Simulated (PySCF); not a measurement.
Atom-mapped SMILES (the numbers label the heavy atoms): `[CH3:1][N+:2]([CH3:3])([CH3:4])[AlH2-:5][CH2:6][C:7]([F:8])([F:9])[F:10]` (H(Xn): hydrogen on atom n).

Geometry: PBE0-D3(BJ)/def2-SVP; GIAO absolute shieldings from PySCF 2.14, gas phase, non-relativistic, averaged over equivalent atoms.

At PBE0/pcSseg-1 (242 basis functions, 50 s wall time on 1 thread of an Arm Neoverse V1, shared host):
```json
{"atoms": "C7", "σ (ppm)": "48.7"}
{"atoms": "C1/C3/C4", "σ (ppm)": "137.2"}
{"atoms": "C6", "σ (ppm)": "166.3"}
{"atoms": "N2", "σ (ppm)": "223.0"}
{"atoms": "Al5", "σ (ppm)": "402.8"}
{"atoms": "F8/F9/F10", "σ (ppm)": "242.8"}
{"atoms": "H(Al5)", "σ (ppm)": "27.29"}
{"atoms": "H(C1)/H(C3)/H(C4)", "σ (ppm)": "28.93"}
{"atoms": "H(C6)", "σ (ppm)": "30.53"}
```

Question: What do these become at KT2/pcSseg-1?

Answer: 
```csv
atoms,σ at KT2/pcSseg-1,change
C7,48.0,-0.7
C1/C3/C4,134.7,-2.5
C6,164.6,-1.7
N2,214.1,-8.9
Al5,403.0,+0.2
F8/F9/F10,226.7,-16.1
H(Al5),27.00,-0.29
H(C1)/H(C3)/H(C4),28.79,-0.14
H(C6),30.36,-0.17
```

The largest change is at F8/F9/F10 (fluorine of a CF3 group). Cost: 242 basis functions, 72 s wall time on 1 thread of an Arm Neoverse V1, shared host. The order of the carbon signals is the same at both levels.
